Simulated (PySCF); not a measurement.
# How the method changes the shape and vibrations of GeH4NO anion

These are calculations, not measurements. The program is PySCF 2.14.0, an open-source quantum chemistry code, run on an isolated molecule that a program drew, which may never have been made. The molecule is GeH4NO anion (charge -1, singlet), drawn as the SMILES string `[NH2][GeH2][O-]`.

The geometry was optimised and harmonic frequencies were computed with HF and MP2, all in the aug-cc-pVDZ basis, for the commonest isotopes, with a restricted reference for singlets and an unrestricted one otherwise, and a frozen core in MP2. Germanium has the aug-cc-pVDZ-PP basis, with a core potential (ECP10MDF) in place of its 10 inner electrons, and its 3s, 3p and 3d shells are frozen in MP2. Each result is a local minimum of its method.

Geometry at the HF minimum:
```xyz
7
GeH4NO anion, angstrom
N     0.1431    0.3435    0.4707
Ge   -1.5166   -0.6014    0.5188
O    -1.8598   -1.5739   -0.8126
H     0.1727    0.9151   -0.3579
H     0.8948   -0.3169    0.3560
H    -1.3936   -1.3482    1.8941
H    -2.5215    0.5763    0.7790
```

Lengths of the bonds as drawn, in Å (atoms numbered as above):
| bond | HF | MP2 |
|---|---|---|
| N1-Ge2 | 1.910 | 1.947 |
| Ge2-O3 | 1.684 | 1.732 |
| N1-H4 | 1.007 | 1.026 |
| N1-H5 | 1.007 | 1.026 |
| Ge2-H6 | 1.570 | 1.576 |
| Ge2-H7 | 1.570 | 1.576 |

Rotational constants, in GHz:
```
constant,HF,MP2
A,17.25,16.93
B,6.303,5.988
C,5.021,4.801
```

Harmonic frequencies in cm^-1, each column in rising order, so a row needn't be the same motion in every method:
| rank | HF | MP2 |
|---|---|---|
| 1 | 94 | 120 |
| 2 | 250 | ? |
| 3 | 536 | 486 |
| 4 | 596 | 547 |
| 5 | 741 | 683 |
| 6 | 748 | 694 |
| 7 | 884 | 814 |
| 8 | 896 | 827 |
| 9 | 952 | 889 |
| 10 | 967 | 908 |
| 11 | 1688 | 1549 |
| 12 | 1970 | 1936 |
| 13 | 2043 | 1982 |
| 14 | 3680 | 3450 |
| 15 | 3755 | 3549 |

**Estimate the missing MP2 frequency from the HF column.**

A single factor s that minimises the squared misfit of MP2 against s times HF over the other rows is sum(HF x MP2) / sum(HF^2) = 0.9446, with an rms misfit of 32 cm^-1. For rank 2 it gives 0.9446 x 250 = 236 cm^-1. The calculation gives 221 cm^-1, 15 cm^-1 below the estimate. The drawn bonds are on average 1.6 % longer in MP2 than in HF.
